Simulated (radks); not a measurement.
Spherical quantum dot in the effective-mass picture: electrons in a parabolic well V = omega^2 r^2 / 2 with omega = 2.16, with a point charge +1 (a donor) at the centre, all in effective atomic units (hartree* = m*/eps^2 hartree, bohr* = eps/m* bohr), one dielectric constant everywhere. Method: non-relativistic Kohn-Sham, LDA (Slater exchange, Perdew-Wang correlation), spin-polarised, spherical densities; computed with a radial shooting solver with Libxc functionals. Levels are named by radial order and angular momentum (1s, 1p, 1d, 2s, ...), and open shells are averaged over m. Each electron was tried in the lowest free levels, single moves between levels near the top were tried too, and the lowest total energy was kept; such a search can miss a lower state. At N = 1 the Hartree and exchange-correlation terms need not cancel, so that row can carry a self-interaction error.

N	open shells	2S	E (hartree*)	mu = E(N) - E(N-1) (hartree*)	addition energy mu(N+1) - mu(N) (hartree*)	rms radius (bohr*)
1	1s(up 1, down 0)	1	1.47274	1.4727	1.270	0.7262
2	none	0	4.21526	2.7425	3.357	0.7664
3	1p(up 1, down 0)	1	10.3148	6.0996	0.7379	0.8954
4	1p(up 2, down 0)	2	17.1524	6.8375	0.7501	0.9641
5	1p(up 3, down 0)	3	24.7400	7.5876	0.9543	1.012
6	1p(up 3, down 1)	2	33.2819	8.5419	0.6882	1.051
7	1p(up 3, down 2)	1	42.5119	9.2301	0.6963	1.084
8	none	0	52.4383	9.9264	2.205	1.112
9	2s(up 1, down 0)	1	64.5696	12.131	0.7068	1.157
10	none	0	77.4077	12.838	0.7533	1.195
11	1d(up 1, down 0)	1	90.9991	13.591	0.5879	1.228
12	1d(up 2, down 0)	2	105.178	14.179	0.5853	1.258
13	1d(up 3, down 0)	3	119.943	14.765	0.5816	1.284
14	1d(up 4, down 0)	4	135.289	15.346	0.5774	1.309
15	1d(up 5, down 0)	5	151.213	15.924	0.7197	1.331
16	1d(up 5, down 1)	4	167.856	16.643	0.5527	1.353
17	1d(up 5, down 2)	3	185.052	17.196	0.5509	1.373
18	1d(up 5, down 3)	2	202.799	17.747	0.5481	1.392
19	1d(up 5, down 4)	1	221.094	18.295	0.5448	1.410
20	none	0	239.933	18.840	1.989	1.428
21	1f(up 1, down 0)	1	260.762	20.829	0.4981	1.450
22	1f(up 2, down 0)	2	282.089	21.327	0.4961	1.472
23	1f(up 3, down 0)	3	303.912	21.823	0.4938	1.492
24	1f(up 4, down 0)	4	326.229	22.317	0.4914	1.511
25	1f(up 5, down 0)	5	349.038	22.808	-	1.529

All shells are closed at N = 2, 8, 10, 20 (there: 1s2 1p6 1d10 2s2); the second difference of the energy has clear peaks (12 % above both neighbours; the first and last values, which can be the largest, are not judged, and half-filled shells can peak too) at N = 2, 5, 8, 15, 20.
